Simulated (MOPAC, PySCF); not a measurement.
C3H4S, SMILES `S=C1CC1`, neutral singlet in the gas phase. 

Z-matrix (Å, degrees):
```
C
H 1 1.0856
H 1 1.0856 2 114.44
C 1 1.4588 2 117.99 3 145.65
C 4 1.4588 1 63.18 2 107.79
H 5 1.0856 4 117.99 1 -107.79
H 5 1.0856 6 114.44 4 145.65
S 4 1.5911 1 148.41 2 -72.20
```
Charge 0, multiplicity 1.

All levels are single points at this geometry (PBE0-D3(BJ)/def2-TZVP); Pople sets use spherical d functions. Orbital energies aren't observables, and empty levels follow the basis.

PM6 in MOPAC gives HOMO (eV) = -8.90.

Question: Estimate the HOMO (eV) from each of these levels: M06-2X/def2-TZVP in PySCF; PBE-D3(BJ)/def2-TZVP in PySCF; B3LYP/3-21G in PySCF; B3LYP/LANL2DZ in PySCF; BP86/6-31G* in PySCF; PBE/6-31G* in PySCF; HF/3-21G in PySCF; PM3 in MOPAC.

Answer: 
| level | HOMO (eV) |
|---|---|
| M06-2X/def2-TZVP in PySCF | -7.37 |
| PBE-D3(BJ)/def2-TZVP in PySCF | -5.02 |
| B3LYP/3-21G in PySCF | -5.89 |
| B3LYP/LANL2DZ in PySCF | -5.91 |
| BP86/6-31G* in PySCF | -4.95 |
| PBE/6-31G* in PySCF | -4.84 |
| HF/3-21G in PySCF | -8.93 |
| PM3 in MOPAC | -9.05 |
